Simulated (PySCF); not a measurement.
C9H9F3, SMILES FC(F)(F)CCc1ccccc1 at its GFN2-xTB optimised geometry (Å):

```
21

F     -3.0778    -2.6009    -0.9501
C     -1.8815    -2.6745    -1.5538
F     -2.1193    -3.0581    -2.8195
F     -1.2237    -3.6878    -0.9691
C     -1.1163    -1.3704    -1.4886
C     -0.8573    -0.9534    -0.0350
C     -0.0937     0.3425     0.0000
C     -0.7669     1.5569    -0.0049
C     -0.0655     2.7496    -0.0051
C      1.3189     2.7405    -0.0032
C      1.9979     1.5342     0.0000
C      1.2947     0.3425     0.0000
H     -0.1745    -1.5096    -2.0226
H     -1.7054    -0.6121    -2.0075
H     -0.2871    -1.7384     0.4655
H     -1.8136    -0.8394     0.4795
H     -1.8475     1.5679    -0.0025
H     -0.6005     3.6878    -0.0053
H      1.8669     3.6709    -0.0019
H      3.0778     1.5210     0.0037
H      1.8283    -0.5974     0.0060
```

Level of theory: B3LYP/def2-SVP run with PySCF. Cells within 0.4 Å of a nucleus heavier than hydrogen are left out (blank, or x).

Map of the log10 of the electron density (e/bohr³), floored at −4 on the plane z = 0.0 Å:

```
|0000000000000000000000000|
|0000000000000000000000000|
|0000000001232112220000000|
|0000000013554345542000000|
|0000000025787567863100000|
|0000000025898789964100000|
|000000023579x99x864210000|
|000000245689x9xx875420000|
|0000013578999789988642000|
|0000013699xx8679x99752000|
|0000003578999889988641000|
|000000235689x9xx865420000|
|000000245689x99x864200000|
|0000003578998789964100000|
|0000013589xx8567753100000|
|0000134568998545542000000|
|0000356556787532210000000|
|0001467644555320000000000|
|0001466555543200000000000|
|0000245456653000000000000|
|0000012356652000000000000|
|0000000134431000000000000|
|0000000012200000000000000|
|0000000000000000000000000|
|0000000000000000000000000|
```
Scale: ten equal steps from -4.00 (start of '0') to -0.424 (end of '9'), in the order '0123456789'; x runs from -6.00 to 6.00, y from -6.00 (bottom) to 6.00 (top).
